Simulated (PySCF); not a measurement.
**One molecule, many inputs**

Molecule: `c1(CC)cccnc1`, C₇H₉N; geometry GFN2-xTB.

Geometry:
```
atom   x (Å)   y (Å)   z (Å)
  C1  -2.299   0.509   0.509
  C2  -1.405   0.043  -0.642
  C3  -0.002  -0.173  -0.159
  C4   0.933   0.855  -0.153
  C5   2.204   0.615   0.341
  C6   2.495  -0.655   0.815
  N7   1.617  -1.643   0.819
  C8   0.407  -1.403   0.348
  H9  -3.317   0.665   0.159
 H10  -2.314  -0.236   1.302
 H11  -1.928   1.443   0.925
 H12  -1.412   0.797  -1.433
 H13  -1.801  -0.888  -1.053
 H14   0.666   1.831  -0.535
 H15   2.950   1.394   0.358
 H16   3.474  -0.898   1.208
 H17  -0.277  -2.243   0.374
```

All runs: PySCF, non-relativistic, gas phase unless a solvent (IEF-PCM) is named; grid level 2, GIAOs and SCF threshold 1e-9 unless changed. The yardstick, PBE0/pcSseg-1, gives these isotropic shieldings σ (ppm, equivalent atoms averaged): C5 58.7, C1 164.4, N7 -95.3, H17 22.86, H14 24.00, H15 24.35, H12/H13 29.09.

Problem. What do these inputs give? (1) BHandHLYP/6-311G**; max_cycle 98; charge 2; altered: charge 2; (2) KT3/6-31G*; grid level 4; level_shift 0.3

Solution. 
| run | outcome | functions | wall time | C5 | C1 | N7 | H17 | H14 | H15 | H12/H13 |
| --- | --- | --- | --- | --- | --- | --- | --- | --- | --- | --- |
| 1 | converged | 198 | 42 s | 82.5 | 132.3 | -66.4 | 23.22 | 26.39 | 26.44 | 31.50 |
| 2 | converged | 130 | 45 s | 85.6 | 171.5 | -29.2 | 24.14 | 25.41 | 25.74 | 29.89 |

Times are on 1 thread of an Arm Neoverse V1, shared host.

Problem. Comment on the technical settings and failures.

Solution. 
- Run 1: The functional and orbital basis differ from the yardstick's, which in itself moves the values. Charge 2 and multiplicity 1 describe another species than the intended molecule, on its geometry. The cycle limit changes the path of the SCF (23 cycles), not the solution, provided the same state is reached.
- Run 2: The functional and orbital basis differ from the yardstick's, which in itself moves the values. The level shift changes the path of the SCF (11 cycles), not the solution, provided the same state is reached.

Run 1 was set up unsoundly or failed; its numbers aren't to be quoted as properties of the molecule.
